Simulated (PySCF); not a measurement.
Correlation energy of O+ (oxygen, charge +1)

[He] 2s2 2p3, high-spin 4S determinant. Computed with PySCF 2.14 in x2c-SVPall (3s2p1d, 14 functions), with scalar relativity by spin-free X2C-1e. Frozen: 1s2; 5 electrons correlated.

MP2 pair energies summed by pair of shells (mhartree):

```json
{"pair": "2s-2p", "energy": "-45.34", "share (%)": "65.7"}
{"pair": "2p-2p", "energy": "-16.54", "share (%)": "24.0"}
{"pair": "2s-2s", "energy": "-7.11", "share (%)": "10.3"}
```

Total MP2 correlation energy: -68.98 mhartree.

Same-spin part -19.32 and opposite-spin part -49.66 mhartree; SCS-MP2 scales them by 1/3 and 6/5 to -66.03 mhartree.

```json
{"level": "CCSD", "correlation energy (mhartree)": "-83.93"}
{"level": "(T)", "correlation energy (mhartree)": "-0.57"}
{"level": "CCSD(T)", "correlation energy (mhartree)": "-84.50"}
```

Diagnostics: T1 = 0.0038, D1 = 0.0069, largest double amplitude 0.036.

**Question.** Is a single reference adequate?

**Answer.** Yes: T1 lies below 0.03 and no double amplitude reaches 0.07.
